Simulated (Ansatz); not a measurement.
Geometry optimisation, RKS B3LYP-D4/cc-pVDZ in Ansatz 0.2.0.

Input file:

```yaml
crystal:
  periodic: [false, false, false]
  atoms:
    - { symbol: B, position_ang: [-0.31445, 1.60035, -0.93406] }
    - { symbol: "N", position_ang: [-0.32337, 0.64963, 0.09601] }
    - { symbol: Al, position_ang: [0.42364, -1.00869, 0.12827] }
    - { symbol: O, position_ang: [1.31193, -1.58262, -1.12458] }
    - { symbol: H, position_ang: [0.23293, 1.33258, -1.93743] }
    - { symbol: H, position_ang: [-0.84628, 2.63861, -0.78608] }
    - { symbol: H, position_ang: [-0.81058, 0.93535, 0.94297] }
    - { symbol: H, position_ang: [0.23925, -1.90732, 1.32922] }
    - { symbol: H, position_ang: [1.84435, -1.94605, -1.81773] }
basis:
  gaussian: { orbitals: cc-pVDZ }
hamiltonian:
  xc: b3lyp
  dispersion: d4
relax:
  f_tol: 0.015
  max_steps: 40
```

Command:

```bash
$ ansatz run input.yaml --threads 1 --pin off --max-ram 2048MiB --backend cpu --events-out ev --progress --plain --runs-dir out
```

Task: Where does it end, and by what steps?

Result: The run converged. After 15 steps the energy has fallen by 0.318 eV; H9 moved furthest, 0.87 Å.

| step | energy less start (eV) | largest force component (eV/Å) | accepted |
| --- | --- | --- | --- |
| 0 | 0.0000 | 0.997 | yes |
| 1 | -0.0883 | 0.519 | yes |
| 2 | -0.1024 | 0.069 | yes |
| 3 | -0.1038 | 0.087 | yes |
| 4 | -0.1132 | 0.720 | yes |
| 5 | -0.1261 | 0.784 | yes |
| 6 | -0.0768 | 3.413 | no |
| 7 | -0.1813 | 0.690 | yes |
| 8 | -0.2401 | 1.013 | yes |
| 9 | -0.2859 | 0.493 | yes |
| 10 | -0.2968 | 0.626 | yes |
| 11 | -0.3132 | 0.293 | yes |
| 12 | -0.3170 | 0.133 | yes |
| 13 | -0.3180 | 0.034 | yes |
| 14 | -0.3182 | 0.029 | yes |
| 15 | -0.3182 | 0.002 | yes |

```xyz
9
Properties=species:S:1:pos:R:3
B -0.214 1.458 -0.974
N -0.324 0.588 0.125
Al 0.425 -1.083 0.228
O 1.340 -1.691 -1.099
H 0.419 1.096 -1.943
H -0.736 2.548 -0.963
H -0.866 0.939 0.914
H 0.249 -1.979 1.508
H 1.464 -1.163 -1.898
```

Time of the run: 47 s on 1 thread of Intel(R) Xeon(R) Platinum 8488C (Sapphire Rapids) (shared host), peak memory 0.26 GiB.
